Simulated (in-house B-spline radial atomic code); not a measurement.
## Ionising He⁺ with different functionals

Computed with a B-spline radial code for spherical atoms: non-relativistic Hamiltonian, point nucleus, spin-polarised at highest spin, spherical fractional occupations for the functionals. The ionisation energy is the difference of two self-consistent energies, 1s1 → bare nucleus, without Breit or QED terms; ε is the level of the shell that loses the electron (its least bound occupied spin orbital).

| method | rung | ΔSCF (eV) | -ε(1s) (eV) |
| --- | --- | --- | --- |
| PBEsol | GGA | 53.59 | 41.51 |
| AM05 | GGA | 53.27 | 41.24 |
| OLYP | GGA | 54.33 | 41.88 |
| PBE0 | global hybrid | 54.33 | 45.17 |
| B3LYP | global hybrid | ? | ? |
| BHandHLYP | global hybrid | ? | ? |

Task: What does BHandHLYP give?

Result: ΔSCF 54.35 eV, and -ε(1s) = 48.13 eV.

Task: What does B3LYP give?

Result: ΔSCF 54.39 eV, and -ε(1s) = 44.51 eV.

Task: Among the functionals, which spreads more, the ΔSCF values or the orbital energies?

Result: The orbital energies: ΔSCF values span about 1.11 eV and the orbital energies 6.89 eV; here energy differences depend much less on the functional than eigenvalues do.

Task: How do they compare with the NIST value?

Result: NIST lists 54.418 eV (tabulated theory, ground level to ground level). Errors run from -1.15 to -0.03 eV; B3LYP is closest (-0.03 eV), but part of that can be cancellation, since the calculations leave out relativity, Breit-QED terms.
